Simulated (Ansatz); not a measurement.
All numbers were calculated with Ansatz.

Basis-set series for F$_{2}$H$_{6}$O$_{8}$Si$_{2}$Ti, SMILES `O[Si](O)(O)[O][Ti]([F])([F])[O][Si](O)(O)O`. Total charge 0; spin multiplicity 1. All single points use the PBE0-D4/def2-TZVP geometry. It is one conformer, not always the lowest.

```
functional       basis  functions  energy (Eh)  HOMO (eV)  LUMO (eV)
   PBE0-D4    def2-SVP        237  -2232.06052      -9.08      -2.08
   PBE0-D4  def2-TZVPP        542  -2233.41968      -9.32      -2.08
   ωB97M-V    def2-SVP        237  -2233.00900     -11.50       0.25
   ωB97M-V  def2-TZVPP        542  -2234.38488     -11.77       0.20
```

Q: Give the rows for def2-QZVPP. (An estimate is asked.)

A: The calculation gave: 
| functional | basis | functions | energy (Eh) | HOMO (eV) | LUMO (eV) |
| --- | --- | --- | --- | --- | --- |
| PBE0-D4 | def2-QZVPP | 983 | -2233.50266 | -9.37 | -2.10 |
| ωB97M-V | def2-QZVPP | 983 | -2234.46214 | -11.83 | 0.18 |

Positive LUMOs are unbound and depend on the basis. Scalar relativity is left out up to krypton.
